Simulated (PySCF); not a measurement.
Vertical excitations of a molecule C₃H₁₁NSi₂ from TDA-M06-2X/def2-SVPD run with PySCF 2.14.0, as energy in eV (oscillator strength): 5.52 (0.009), 6.09 (0.010), 6.27 (0.016), 6.71 (0.045), 6.72 (0.009), 6.99 (0.062). Lowest triplet (TDA): 5.25 eV. Coordinates come from a r2SCAN-D4/def2-SVP optimisation. The values are those of a single conformer.

**Question.** Identify the compound among the candidates.
(A) C=CCN([SiH3])[SiH3]
(B) C[Si@H]1CN[C@@H]1[SiH3]
(C) CN1C[SiH2][Si@H]1C
(D) [SiH3][C@@H]1CCN1[SiH3]

**Answer.** D, [SiH3][C@@H]1CCN1[SiH3]
